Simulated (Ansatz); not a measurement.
C3H7In. Charge 0, multiplicity 1. Correlated methods include outer-core shells of In, which these sets cover unevenly. In: def2 effective core potential. The bonds changed during the relaxation, so this is another structure than the one it started from.

```xyz
11

C     0.489   -0.170   -1.252
C     0.086   -0.609    0.112
C     0.598   -0.118    1.248
In   -1.566    1.737    1.171
H    -0.383    0.147   -1.829
H     0.947   -1.001   -1.799
H     1.210    0.649   -1.215
H    -0.664   -1.393    0.166
H     1.381    0.634    1.239
H     0.317   -0.516    2.217
H    -2.414    0.639   -0.060
```

Give the diagnostics of a CCSD(T)/def2-TZVPP run (frozen core, Ansatz 0.2.0). (Estimate.)

Computed: T1 = 0.0145, largest single amplitude 0.026, largest double 0.049, (T) share of the correlation energy 3.7 %, 10 CCSD cycles. The RHF solution is stable towards an unrestricted one. T1 lies under the customary mark of 0.02 for closed shells.
